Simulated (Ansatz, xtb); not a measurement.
Ligand exchange: CH2BrI + CH3K → C2H5I + KBr

Species: CH2BrI (bromoiodomethane) `BrCI`, singlet; CH3K `[CH3][K]`, singlet; C2H5I (iodoethane) `CCI`, singlet; KBr, singlet. The partners trade Br for CH3: C–Br and K–CH3 bonds give way to C–CH3 and K–Br.

Shapes, held fixed at every level: PBE0-D4/def2-TZVP. Programs: Ansatz 0.2.0, xtb 6.7.1. The zero-point and thermal change to 298 K, harmonic and unscaled (PBE0-D4/def2-TZVP), is +14.8 kJ/mol.

**Question.** Estimate ΔH(298 K) of this reaction.

**Answer.** The highest level, CCSD(T)/def2-TZVPP, gives ΔH(298 K) = -351.2 kJ/mol; the levels span -421.0 to -300.5. The column of differences is taken from that level and isn't an error. No measured value is set beside it here. For atoms past krypton def2 sets carry core potentials with scalar relativity. Relativity is left out for Br. Outer-core shells of Br, I, K are correlated, in sets that cover them unevenly.

| level | kind | ΔH(298 K) (kJ/mol) | less CCSD(T)/def2-TZVPP |
| --- | --- | --- | --- |
| GFN1-xTB | semi-empirical | -300.5 | +50.7 |
| HF/def2-SVP | Hartree–Fock | -421.0 | -69.8 |
| HF/def2-TZVPP | Hartree–Fock | -408.6 | -57.4 |
| r2SCAN-D4/def2-TZVPP | meta-GGA | -359.6 | -8.4 |
| wB97M-V/def2-TZVPP | range-separated hybrid | -354.0 | -2.8 |
| B2PLYP/def2-TZVPP | double hybrid | -351.1 | +0.1 |
| CCSD(T)/def2-SVP | coupled cluster or CI | -376.8 | -25.6 |
| CCSD/def2-TZVPP | coupled cluster or CI | -359.8 | -8.6 |
| CCSD(T)/def2-TZVPP | coupled cluster or CI | -351.2 | 0.0 |
